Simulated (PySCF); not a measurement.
C9H10O2.
Numbering: `[CH2:1]=[CH:2][CH2:3][O:4][c:5]1[cH:6][cH:7][c:8]([OH:9])[cH:10][cH:11]1`

Cartesian coordinates in Å at the PBE0-D3(BJ)/def2-SVP level; atoms count from 1:
```
atom  x, y, z in Å
C1     3.3002    0.7965    0.3943
C2     2.6061   -0.3347    0.5098
C3     1.9763   -1.0702   -0.6349
O4     0.7266   -1.6304   -0.3234
C5    -0.3519   -0.8186   -0.1769
C6    -0.3434    0.5657   -0.3546
C7    -1.5228    1.2973   -0.1926
C8    -2.7179    0.6666    0.1468
O9    -3.8832    1.3338    0.3207
C10   -2.7224   -0.7227    0.3234
C11   -1.5549   -1.4519    0.1634
H12    3.4134    1.2981   -0.5731
H13    3.7857    1.2630    1.2552
H14    2.4970   -0.8202    1.4871
H15    1.9176   -0.4271   -1.5337
H16    2.6076   -1.9351   -0.8971
H17    0.5752    1.0961   -0.6015
H18   -1.5006    2.3830   -0.3299
H19   -3.7364    2.2706    0.1555
H20   -3.6602   -1.2150    0.5880
H21   -1.5474   -2.5354    0.2966
```

Probes without a nucleus sit at each ring's centroid and 1 Å off its mean plane on both sides; NICS is minus the shielding there, NICSzz its component along the normal. Level: GIAO B97-2/pcSseg-2 (PySCF, non-relativistic, gas phase) on the PBE0-D3(BJ)/def2-SVP geometry, one conformer.

Ring bond lengths (Å): C5–C6 1.396, C6–C7 1.397, C7–C8 1.393, C8–C10 1.400, C10–C11 1.386, C11–C5 1.402.

Task: Give the NICS values of each ring in ppm.

Result: 
| ring | type | NICS(0) | NICS(1), two faces | NICS(1)zz, two faces | rms pucker (Å) | centre to ring atoms, mean (Å) |
| --- | --- | --- | --- | --- | --- | --- |
| C5–C6–C7–C8–C10–C11 | 6-membered carbocycle; formal bonds all aromatic | -10.3 | -9.5 / -9.4 | -25.1 / -25.1 | 0.00 | 1.40 |

Task: What do they say, and how far can they be read as aromaticity?

Result: 
- C5–C6–C7–C8–C10–C11: mean NICS(1)zz -25.1 ppm, shielded. For a flat ring without four-coordinate atoms the NICS criterion counts such a value as aromatic.

Task: And the bond-length index? HOMA = 1 − mean of α(R − Ropt)² over the ring bonds, with Krygowski's 1993 parameters (CC: Ropt 1.388 Å, α 257.7 Å⁻²).

Result: 
- C5–C6–C7–C8–C10–C11: HOMA 0.98 = 1 − EN − GEO, with mean bond length 1.396 Å, EN = α(Ropt − mean)² = 0.015 and GEO = α × variance = 0.007. The geometric and the magnetic index point the same way.

Task: How shielded are the nuclei of the rings and their hydrogens (means over atoms taken as equivalent)?

Result: 
```csv
atoms,environment,σ isotropic (ppm),"principal values of the symmetric part, first atom (ppm)"
C5,aromatic carbon bearing oxygen,24.9,"-55.7, 19.5, 110.7"
C6 (×2),aromatic CH carbon,62.2,"-17.6, 43.8, 173.5"
C7 (×2),aromatic CH carbon,64.1,"-17.2, 64.2, 152.3"
C8,aromatic carbon bearing oxygen,25.9,"-61.4, 20.6, 118.5"
H17 (×2),aromatic hydrogen,24.50,"19.6, 24.3, 30.0"
H18 (×2),aromatic hydrogen,24.72,"21.6, 24.7, 28.8"
```

Task: How do the values depend on the level or the medium?

Result: 
```csv
level,"NICS(0), C5–C6–C7–C8–C10–C11","mean NICS(1)zz, C5–C6–C7–C8–C10–C11"
"B97-2/pcSseg-2, gas",-10.3,-25.1
"PBE0/pcSseg-1, gas",-10.5,-25.4
```

The geometry is the same throughout.
